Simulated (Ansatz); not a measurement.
Consider the cleavage of the Si–Si bond: `F[Si]1([SiH3])[CH2][AlH]1` + `NCS` → `[SiH3]NCS` + `F[SiH]1[CH2][AlH]1`.

Isolated molecules relaxed with PBE0-D4/def2-TZVP in Ansatz; ΔE leaves out vibrations. CCSD(T)/CBS is the MP2 limit (def2-TZVPP, def2-QZVPP) plus CCSD(T) − MP2 in def2-TZVPP, frozen cores. One conformer a species, not always the lowest.

`F[Si]1([SiH3])[CH2][AlH]1`:

Z-matrix (Å, degrees):
```
Si
Si 1 2.332
C 1 1.879 2 110.1
F 1 1.612 2 111.0 3 133.9
Al 1 2.325 2 113.1 3 -59.0
H 2 1.487 1 111.6 3 167.3
H 2 1.492 1 106.2 3 49.5
H 2 1.490 1 113.4 3 -69.4
H 3 1.108 1 110.6 2 166.2
H 3 1.088 1 124.1 2 34.8
H 5 1.582 1 170.1 2 -91.5
```

`NCS`:

Z-matrix (Å, degrees):
```
C
S 1 1.811
N 1 1.444 2 112.7
H 1 1.097 2 107.3 3 -128.3
H 1 1.092 2 104.7 3 117.9
H 2 1.342 1 96.7 3 83.9
H 3 1.012 1 111.0 2 -65.0
H 3 1.014 1 110.4 2 175.5
```

`[SiH3]NCS`:

Z-matrix (Å, degrees):
```
Si
N 1 1.728
H 1 1.490 2 115.5
H 1 1.485 2 106.9 3 120.5
H 1 1.486 2 107.0 3 -120.2
C 2 1.425 1 123.6 3 73.9
H 2 1.009 1 118.0 3 -79.4
S 6 1.847 2 111.1 1 -82.2
H 6 1.091 2 111.1 1 157.5
H 6 1.091 2 109.5 1 37.5
H 8 1.344 6 97.1 2 -174.9
```

`F[SiH]1[CH2][AlH]1`:

```xyz
8

F     0.330    1.436   -2.015
Si    0.045    0.113   -1.151
C    -0.615    0.262    0.590
Al    1.002   -0.857    0.728
H    -0.827   -0.762   -1.979
H    -0.127    1.119    1.100
H    -1.667    0.249    0.870
H     1.860   -1.559    1.857
```

```tsv
species	CCSD/def2-TZVPP energy (Eh)
`F[Si]1([SiH3])[CH2][AlH]1`	-961.46109
`NCS`	-493.40640
`[SiH3]NCS`	-783.67446
`F[SiH]1[CH2][AlH]1`	-671.21044
```

Task: Work out ΔE.

Result: ΔE = (-783.67446) + (-671.21044) − (-961.46109) − (-493.40640) = -0.01741 Eh = -45.7 kJ/mol. CCSD(T)/CBS gives -42.1 kJ/mol.

Largest T1 diagnostic among the species: 0.014.

In def2-TZVPP, CCSD(T) changes the Hartree–Fock value by +16.6 kJ/mol (the triples alone add +2.6 kJ/mol) and MP2 by +9.8 kJ/mol. From PBE to PBE0 (25 % exact exchange), in def2-TZVPP and without D4, ΔE moves by −5.7 kJ/mol.
